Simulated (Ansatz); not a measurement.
Wavefunction ladder for CH4ClGeN (`N=[C](Cl)[GeH3]`)

```
atom    x (Å)    y (Å)    z (Å)
  N1   1.5190   0.1102   1.1675
  C2   0.6824  -0.4906   0.4586
 Cl3   0.8074  -2.2380   0.3402
 Ge4  -0.8218   0.2370  -0.5954
  H5   1.3507   1.1156   1.1624
  H6  -2.1272  -0.3698  -0.0722
  H7  -0.8005   1.7606  -0.3925
  H8  -0.6099  -0.1250  -2.0686
```

The species carries charge 0 and has multiplicity 1. Correlated methods include outer-core shells of Ge, which these sets cover unevenly. Scalar relativity is left out up to krypton. All single points use the PBE0-D4/def2-TZVP geometry. It is one conformer, not always the lowest. Frozen core, restricted reference, Ansatz.

```json
{"basis": "def2-SVP", "HF (Eh)": "-2628.99478", "MP2 corr.": "-0.66379", "CCSD corr.": "-0.69542", "(T)": "-0.02285", "CCSD(T) total": "-2629.71305"}
{"basis": "def2-TZVPP", "HF (Eh)": "-2629.52956", "MP2 corr.": "-0.81254", "CCSD corr.": "-0.84474", "(T)": "-0.03773", "CCSD(T) total": "-2630.41203"}
{"basis": "def2-QZVPP", "HF (Eh)": "-2629.58882", "MP2 corr.": "-1.12002", "CCSD corr.": "–", "(T)": "–", "CCSD(T) total": "–"}
```
